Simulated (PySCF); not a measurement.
**Frontier levels across methods**

Compound: C4H3FN2.
Bonds: F1–C2, C2–C3 (aromatic), C3–N4 (aromatic), N4–C5 (aromatic), C5–C6 (aromatic), C6–N7 (aromatic), C2–N7 (aromatic). Hydrogens: H8 on C3; H9 on C5; H10 on C6.

Basis pcSseg-2 throughout (PySCF), one geometry. Isolated species at its PBE0-D3(BJ)/def2-SVP geometry, gas phase.

**Question.** How do the orbital energies, the gap and the dipole change with the method?

**Answer.** 
```tsv
method	kind	HOMO (eV)	LUMO (eV)	gap (eV)	μ (D)	SCF cycles
OPBE	GGA	-6.26	-2.67	3.58	1.20	16
BP86	GGA	-6.42	-2.84	3.57	1.27	16
LDA	LDA	-6.44	-3.03	3.41	1.33	15
B97-2	global hybrid	-7.58	-1.88	5.70	1.39	14
B3LYP	global hybrid	-7.64	-2.05	5.59	1.43	14
PBE0	global hybrid	-7.86	-1.83	6.02	1.41	14
mPW1PW91	global hybrid	-7.89	-1.85	6.05	1.41	14
LC-wPBE	range-separated hybrid	-10.55	0.33	10.87	1.46	15
```

The HOMO spans 4.29 eV, from OPBE down to LC-wPBE, and the gap runs from 3.41 eV (LDA) to 10.87 eV (LC-wPBE). Over the methods OPBE (0 %), BP86 (0 %), LDA (0 %), B97-2 (21 %), B3LYP (20 %), PBE0 (25 %), mPW1PW91 (25 %), a straight line through the gap against the share of exact exchange rises by 1.02 eV for each 10 % (correlation coefficient 0.999). The dipole ranges from 1.20 D (OPBE) to 1.46 D (LC-wPBE). This basis has no diffuse functions.
